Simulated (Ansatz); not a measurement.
GaH3, SMILES [GaH3].

Geometry: PBE0-D3(BJ)/def2-TZVPD. The isomer is the one that the SMILES or the coordinates give; other isomers of the formula were not compared.

Two levels are set side by side: PBE/def2-TZVPD (Ansatz, an electronic-structure program) and ωB97X-V/def2-TZVPD (Ansatz). Energy differences of separate SCF runs at the same geometry; the states with an electron removed or added have multiplicity 2 and 2. Differences are taken from unrounded values.

```csv
quantity,ωB97X-V,PBE,PBE minus ωB97X-V
vertical ionisation energy (eV),11.37,10.95,-0.42
vertical singlet–triplet gap (eV),5.25,4.55,-0.69
```
